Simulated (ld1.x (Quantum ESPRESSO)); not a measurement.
# Logarithmic derivatives: caesium (Cs), PAW

ld1.x (Quantum ESPRESSO) 7.5 input, shortened:

```
&input
   title='Cs', zed=55., rel=1, dft='PZ', iswitch=3,
   config='[Xe] 4f-2 5d0 6s0 6p0'
 /
 &inputp
   pseudotype=3, lpaw=.true., tm=.true., lloc=-1, rcloc=1.75,
   nlcc=.true., new_core_ps=.true., rcore=1.80,
   which_augfun='BESSEL', rmatch_augfun=1.95
 /
8
5S  1  0   2.00   0.00  2.20  2.30  0.0
6S  2  0   0.00   0.00  2.20  2.30  0.0
5P  2  1   6.00   0.00  2.65  2.85  0.0
6P  3  1   0.00   0.00  2.65  2.85  0.0
5D  3  2   0.00   0.00  3.05  3.85  0.0
5D  3  2   0.00   1.80  3.05  3.85  0.0
4F  4  3  -2.00   0.15  2.80  3.45  0.0
4F  4  3  -2.00   1.55  2.80  3.45  0.0
 &test
   configts(1)='5s2 5p6 5d0 6s0 6p0'
 /
```

The phase is arctan(r·u′/u) with u = r·R(r), unwrapped; energies in Ry, scanned from -4 to 5 Ry. A pole is an energy at which the radial function vanishes at the test radius. The pseudo phase is shifted by a multiple of π to meet the all-electron one at the reference energy, and phase errors are pseudo minus all-electron; the curves can meet again beyond the range given. Levels narrower than the energy grid can be missing from the lists of poles.

```
channel  radius (bohr)  reference energy (Ry)  poles, all-electron            poles, pseudo  unbroken range about the reference energy with phases within 0.05 rad  phase error 1 Ry above the reference energy (rad)
      s           4.21                  -0.42    -2.35, 0.60, 4.39  -2.35, 0.56, 0.74, 4.46                                                              below 0.6                                             -0.015
      p           4.21                  -0.25          -1.34, 1.29        -1.34, 1.28, 4.75                                                              below 2.7                                             -0.000
      d           4.21                  -0.33           0.02, 2.60         0.01, 2.54, 4.67                                                              below 0.9                                             -0.016
      f           4.21                   0.15     0.31, 1.72, 4.60               0.31, 1.72                                                              below 2.7                                             +0.002
```

Phases in the d channel:

| E (Ry) | all-electron | pseudo |
| --- | --- | --- |
| -4.00 | 1.446 | 1.446 |
| -3.76 | 1.442 | 1.441 |
| -3.52 | 1.437 | 1.436 |
| -3.28 | 1.431 | 1.431 |
| -3.04 | 1.425 | 1.425 |
| -2.80 | 1.418 | 1.417 |
| -2.56 | 1.409 | 1.409 |
| -2.32 | 1.399 | 1.399 |
| -2.08 | 1.387 | 1.387 |
| -1.84 | 1.372 | 1.371 |
| -1.60 | 1.352 | 1.351 |
| -1.36 | 1.325 | 1.323 |
| -1.12 | 1.282 | 1.280 |
| -0.88 | 1.205 | 1.203 |
| -0.64 | 1.004 | 1.001 |
| -0.40 | -0.191 | -0.193 |
| -0.16 | -1.391 | -1.393 |
| 0.08 | -1.610 | -1.614 |
| 0.32 | -1.725 | -1.731 |
| 0.56 | -1.843 | -1.854 |
| 0.80 | -2.053 | -2.079 |
| 1.04 | -2.716 | -2.790 |
| 1.28 | -3.972 | -3.998 |
| 1.52 | -4.388 | -4.391 |
| 1.76 | -4.535 | -4.535 |
| 2.00 | -4.611 | -4.612 |
| 2.24 | -4.660 | -4.663 |
| 2.48 | -4.697 | -4.704 |
| 2.72 | -4.727 | -4.742 |
| 2.96 | -4.756 | -4.788 |
| 3.20 | -4.786 | -4.864 |
| 3.44 | -4.822 | -5.106 |
| 3.68 | -4.870 | -7.193 |
| 3.92 | -4.949 | -7.679 |
| 4.16 | -5.115 | -7.775 |
| 4.40 | -5.703 | -7.820 |
| 4.64 | -7.089 | -7.851 |
| 4.88 | -7.517 | -7.876 |
